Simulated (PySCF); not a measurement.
# Ni+: excitation energy

Ni+ [Ar] 3d9 (2D) → Ni+ [Ar] 3d8 4p1 (high-spin determinant), as a difference of total energies. Computed with PySCF 2.14 in aug-pcseg-2 (7s5p4d3f2g, 81 functions), with no relativity, point nucleus. Correlated levels: valence: [Ar] frozen. The calculations carry no spin-orbit coupling.

```
           method  excitation energy (cm⁻¹)
              UHF                     34828
              LDA                     60354
              PBE                     55732
             PBE0                     52161
           r2SCAN                     49416
             MN15                     61940
          r2SCAN0                     47745
            M06-L                     52842
            wB97X                     57305
    MP2 (valence)                     56818
SCS-MP2 (valence)                     55275
```

A first-order spin-orbit estimate (lowest level to lowest level, LS coupling) adds -0.026 eV.

The determinant of the upper state mixes LS terms, which raises its energy above the lowest term, most at the Hartree-Fock and MP2 levels.
